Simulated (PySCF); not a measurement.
```xyz
4
charge 0 multiplicity 2, angstrom
Ga   -0.0468    0.1339   -0.2937
F     1.4906   -0.4614    0.3209
O    -1.4276   -0.0411    0.8404
H    -2.2598    0.2885    0.4903
```

Computed with UPBE0 in PySCF with Ga def2-TZVP, F def2-TZVP, O def2-TZVP, H def2-TZVP; no relativity; density-fitted integrals.

This geometry of GaF(OH) is a stationary point at this level.

Question: What is the point group?

Answer: Cs.

Question: Is it a minimum?

Answer: Yes: all harmonic wavenumbers are real.

Question: Which band is strongest in the infrared?

Answer: 676 cm⁻¹ (a'), 135 km/mol.

Question: Give the atomic charges and bond orders.

Answer: 
| atom | Mulliken | Löwdin | polar tensor | spin (Mulliken) | Mayer order to Ga1 |
| --- | --- | --- | --- | --- | --- |
| Ga1 | 0.55 | 0.18 | 1.01 | 0.78 | – |
| F2 | -0.37 | -0.14 | -0.60 | 0.07 | 0.97 |
| O3 | -0.51 | -0.20 | -0.67 | 0.15 | 1.13 |
| H4 | 0.32 | 0.16 | 0.26 | 0.00 | 0.02 |
Other Mayer orders above 0.3: O–H 0.89.

Question: What is the atomisation energy, with and without zero-point energy?

Answer: 1218 kJ/mol without, 1179 kJ/mol with.

Only a few start shapes were tried, so a lower isomer may exist.
